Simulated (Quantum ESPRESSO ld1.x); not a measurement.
The numbers below are computed, except where a source is named.
Question: Ce35+, configuration [Ar] 3d5. Code: ld1.x of Quantum ESPRESSO 7.5. Model: Dirac Kohn-Sham, relativistic LDA (MacDonald-Vosko exchange, VWN5 correlation), spin-unpolarised, spherical densities, point nucleus; open shells are shared between the two j in proportion to 2j + 1.

Spin-orbit splittings of the eigenvalues, e(l+1/2) - e(l-1/2), with zeta = 2 splitting/(2l+1) and mean radii in bohr:

shell  occ.  splitting (eV)  zeta (eV)  <r> j=l-1/2  <r> j=l+1/2
2p        6           446.5      297.7      0.08766      0.09372
3p        6               ?          ?       0.2528       0.2630
3d        5           22.98      9.194       0.2306       0.2337

Estimate the 3p splitting.

Answer: 100.4 eV (zeta = 66.95 eV).
